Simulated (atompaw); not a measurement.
# antimony: one change to a PAW (atompaw) potential, before and after

* Element: Sb
* Generator: atompaw 4.2.0.5
* Type: PAW
* Functional: LDA (PW92)
* Relativity: scalar-relativistic
* Frozen core: [Kr]
* Valence charge: 15
* Reference configuration: 4d10 5s2 5p2 (charge +1)
* Partial waves: 5s (bound): rc 2.40 bohr; 5s channel at 0.55 Ry: rc 2.40 bohr; 5p (bound): rc 2.40 bohr; 5p channel at -0.55 Ry: rc 2.40 bohr; 4d (bound): rc 2.40 bohr; 4d channel at -2.1 Ry: rc 2.40 bohr; 4f channel at 0.1 Ry: rc 2.40 bohr; 4f channel at 2.7 Ry: rc 2.40 bohr
* Local potential: bessel scheme, radius 1.65 bohr
* Core correction: smooth core density matched at 2.00 bohr
* Augmentation charge: besselshape compensation charge, radius 1.85 bohr; PAW radius 2.40 bohr; waves and projectors: custom polynom2 7 10 vanderbiltortho

All-electron outer shells of the reference configuration (LDA (PW92), scalar-relativistic, ld1.x):

| shell | level (eV) | outermost node (bohr) | outermost maximum (bohr) |
| --- | --- | --- | --- |
| 4p | -110.18 | 0.39 | 0.76 |
| 4d | -42.10 | 0.38 | 0.84 |
| 5s | -20.95 | 0.95 | 1.86 |
| 5p | -12.23 | 1.04 | 2.24 |

Change: augmentation besselshape compensation charge, radius 1.85 bohr; PAW radius 2.40 bohr; waves and projectors: custom rrkj vanderbiltortho.

Cutoffs: the cutoffs (Ry, on a coarse ladder) from which the occupation-weighted sum of valence levels, in a spherical-Bessel basis at the reference potential, stays within 10 and 1 mRy of its value at 400 Ry; they do not see the model core or the augmentation charge, which bear on the density cutoff.

Question: What does the change do?

Answer: The potential gets softer (35 Ry and 55 Ry → 18 Ry and 30 Ry); neither file shows a bound ghost.

```csv
quantity,base,changed
"cutoff, loose",35 Ry,18 Ry
"cutoff, tight",55 Ry,30 Ry
loose cutoff by channel (10 mRy a level),"s 6 Ry, p 6 Ry, d 18 Ry","s 6 Ry, p 6 Ry, d 12 Ry"
bound ghosts,none,none
s: phases at 2.41 bohr within 0.05 rad from the reference energy up to (Ry; the scan ends near 5),3.1,3.0
p: phases at 2.41 bohr within 0.05 rad from the reference energy up to (Ry; the scan ends near 5),4.0,3.8
d: phases at 2.41 bohr within 0.05 rad from the reference energy up to (Ry; the scan ends near 5),0.1,-0.1
f: phases at 2.41 bohr within 0.05 rad from the reference energy up to (Ry; the scan ends near 5),3.7,4.0
lowest overlap eigenvalue by channel,"s 0.56, p 0.94, d 0.96, f 0.97","s 0.38, p 0.56, d 0.04, f 1.00"
```

 The cutoffs see the waves, projectors and local potential, not the compensation charge or the core.
